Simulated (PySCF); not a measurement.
A run for PySCF: R-HF/STO-3G on aminoborane (SMILES BN), a point of a torsion scan.

```python
from pyscf import gto, scf, dft, mp
from pyscf.data.elements import chemcore

mol = gto.M(
    atom='''
    B     0.67493288    0.01846174   -0.16342314
    N    -0.73407920   -0.13567792   -0.18844307
    H     1.35970096   -0.92750868   -0.26824489
    H     1.12736631    0.93892540    0.42135802
    H    -1.26529784   -0.12322682   -1.04366503
    H    -1.18786162    0.58333530    0.37212489
    ''',
    basis='sto-3g',
    charge=0, spin=0, verbose=3, max_memory=1800)
mf = scf.RHF(mol)
mf.conv_tol = 1e-8
mf.max_cycle = 100
mf.kernel()
if not mf.converged:
    mf = mf.newton().run(mf.mo_coeff, mf.mo_occ)
```

Program output:

```
converged SCF energy = -80.4239620173474
```

The run converged.

Cost: about 0.10 core-seconds (a rough figure).
